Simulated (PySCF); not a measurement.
## CaS: one state, many levels of theory

State: ¹Σ⁺ (singlet), closed shell. Set-up: PySCF, no relativity, basis sets Ca def2-TZVPP, S def2-TZVPP. De refers to Ca + S in their high-spin ground configurations, without counterpoise correction. A positive dipole means Ca(−)S(+).

```
      Level  Re (Å)  ωe (cm⁻¹)  De (eV)   μ (D)  CPU s a point (SCF and correlation, without the integrals)
        RHF   2.351        484     1.30  -12.88                                                        0.36
    RHF-MP2   2.355        445     2.99     n/a                                                        0.56
RHF-SCS-MP2   2.363        441     2.80     n/a                                                         n/a
   RHF-CCSD   2.358        455     2.48     n/a                                                         n/a
RHF-CCSD(T)   2.374        432     2.74     n/a                                                          11
        PBE   2.309        471     3.99   -9.24                                                         1.7
     r²SCAN   2.305        485     4.04  -10.17                                                         2.2
      M06-L   2.297        499     4.07  -10.36                                                         5.1
      B3LYP   2.318        472     3.45   -9.83                                                         2.1
       PBE0   2.300        488     3.59  -10.34                                                         3.5
      HSE06   2.303        485     3.58  -10.26                                                         2.3
  BHandHLYP   2.315        487     2.94  -10.99                                                         1.5
     M06-2X   2.317        474     3.12  -10.89                                                         2.7
```

Measured (Huber and Herzberg, Constants of Diatomic Molecules (1979)): Re = 2.3178 Å, ωe = 462.23 cm⁻¹.

The bond length runs from 2.297 Å (M06-L) to 2.374 Å (RHF-CCSD(T)). De spans 1.30 eV (RHF, mean field) to 4.07 eV (M06-L, meta-GGA). Correlation at CCSD(T) changes the Hartree–Fock bond energy by +1.44 eV; the triples alone change it by +0.26 eV.

Correlated steps freeze 10 core orbitals. Where the molecule has an RHF reference, its open-shell atoms are computed with UHF. The CCSD T1 diagnostic is raised, a sign that a single reference may not be enough here.

The whole job (state search and all levels along the bond) took about 7.6 min on 1 thread of Arm Neoverse V1 (shared host), peak memory 1.4 GiB.
